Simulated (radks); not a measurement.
Spherical quantum dot in the effective-mass picture: electrons in a hard-walled sphere of radius 8.1, all in effective atomic units (hartree* = m*/eps^2 hartree, bohr* = eps/m* bohr), one dielectric constant everywhere. Calculated with a radial shooting solver with Libxc functionals: non-relativistic Kohn-Sham, PBE, spin-polarised, spherical densities. Levels are named by radial order and angular momentum (1s, 1p, 1d, 2s, ...), and open shells are averaged over m. Results are scaled to m* = 0.195 and eps = 4.8, for which hartree* = 230.3 meV and bohr* = 1.303 nm.

N = 7, configuration 1s2 1p(up 3, down 2). This is the lowest configuration that the search found. Occupied and some empty levels:

level    occupation  eigenvalue (meV)  <r> (nm)
1s up             1            252.70     6.925
1s down           1            254.85     6.902
1p up             3            262.42     7.210
1p down           2            264.66     7.196
1d up             0            279.11     7.465
1d down           0            281.43     7.456
1f up             0            301.76     7.681
1f down           0            304.14     7.675
2s up             0            318.31     4.875
2s down           0            319.71     4.863

Energy (meV): total 956.294, kinetic 267.31, external 0, Hartree 942.65, exchange-correlation -253.67.

Electron density:

r (nm)  n(r) (e/nm^3)
0.291       0.0002335
0.817       0.0002628
1.34        0.0003239
1.87        0.0004223
2.39        0.0005633
2.92        0.0007516
3.45        0.0009920
3.97         0.001283
4.50         0.001619
5.02         0.001980
5.55         0.002334
6.07         0.002630
6.60         0.002806
7.12         0.002798
7.65         0.002561
8.18         0.002094
8.70         0.001456
9.23        0.0008017
9.75        0.0002981
10.3       0.00003420
